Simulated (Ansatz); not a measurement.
Molecule: sum formula H₄SiO₃Cl, net charge 1, singlet state. It need not be the lowest isomer of its formula. SMILES: Cl[Si](O)([OH2+])O
Structure (B3LYP-D3(BJ)/def2-TZVP (Ansatz, a quantum-chemistry and plane-wave program) minimum search):
```xyz
9

Si    -0.0297    -0.1995    -0.2342
Cl     0.5298     0.1587     1.6460
O     -0.6672     1.3390    -0.9273
O      1.1483    -0.3864    -1.2931
O     -1.3743    -1.0375    -0.4184
H     -0.1412     1.8303    -1.5824
H      2.0114    -0.7734    -1.1126
H     -1.6917    -1.7293     0.1715
H     -1.6241     1.4475    -1.0682
```
Charge +1, spin multiplicity 1.

Parts of the frozen-core correlation energy in cc-pV(D+d)Z (Ansatz, hartree). Frozen orbitals: 13; correlated occupied orbitals by spin: 16 and 16; virtual: 79 and 79. Spin-orbit coupling is left out. No relativistic terms.

| term | value |
|---|---|
| reference (HF) | -975.30649 |
| MP2 opposite-spin | ___ |
| MP2 same-spin | ___ |
| CCSD correlation | ___ |
| (T) | -0.01770 |
| T1 diagnostic | 0.011 |
| largest doubles amplitude | 0.025 |

Q: Some entries are withheld; supply them.

A: 
- MP2 opposite-spin, value: -0.57903
- MP2 same-spin, value: -0.21148
- CCSD correlation, value: -0.82114
